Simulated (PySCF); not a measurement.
C₆ coefficients of unlike pairs at UHF

Calculated with PySCF 2.14 from the dipole response of each species, C₆(A,B) = (3/π) ∫ α_A(iu) α_B(iu) du, in atomic units, from isotropic polarisabilities. For ions this is the dispersion term alone; charge-induced terms of lower order in 1/R come first.

```json
{"species": "Cu²⁺", "configuration": "[Ar] 3d9 (2D)", "basis": "x2c-TZVPPall with one added diffuse shell each of s, p, d, f type (7s6p5d3f1g)", "relativity": "spin-free X2C", "α (bohr³)": "2.522", "C₆ (like pair)": "6.721"}
{"species": "Tc²⁺", "configuration": "[Kr] 4d5 (6S)", "basis": "aug-cc-pVDZ-PP with ECP28MDF (5s5p4d2f)", "relativity": "core potential", "α (bohr³)": "8.088", "C₆ (like pair)": "43.13"}
{"species": "Nb³⁺", "configuration": "[Kr] 4d2 (3F)", "basis": "aug-cc-pwCVTZ-DK (11s10p8d4f3g)", "relativity": "spin-free X2C", "α (bohr³)": "5.660", "C₆ (like pair)": "24.62"}
{"species": "Au²⁺", "configuration": "[Xe] 4f14 5d9 (2D)", "basis": "aug-cc-pVTZ-PP with ECP60MDF (6s6p5d3f2g)", "relativity": "core potential", "α (bohr³)": "8.052", "C₆ (like pair)": "51.82"}
```

Question: Estimate C₆ for Au²⁺ with Cu²⁺.

Answer: The integral gives 18.41. The combination rule 2 C_A C_B / (C_A α_B/α_A + C_B α_A/α_B) gives 18.48 and the geometric mean 18.66.

No spin-orbit coupling is included.

The other pairs:

```json
{"pair": "Au²⁺, Tc²⁺", "C₆": "47.13"}
{"pair": "Nb³⁺, Tc²⁺", "C₆": "32.52"}
{"pair": "Tc²⁺, Cu²⁺", "C₆": "16.56"}
{"pair": "Nb³⁺, Cu²⁺", "C₆": "12.66"}
{"pair": "Au²⁺, Nb³⁺", "C₆": "35.70"}
```
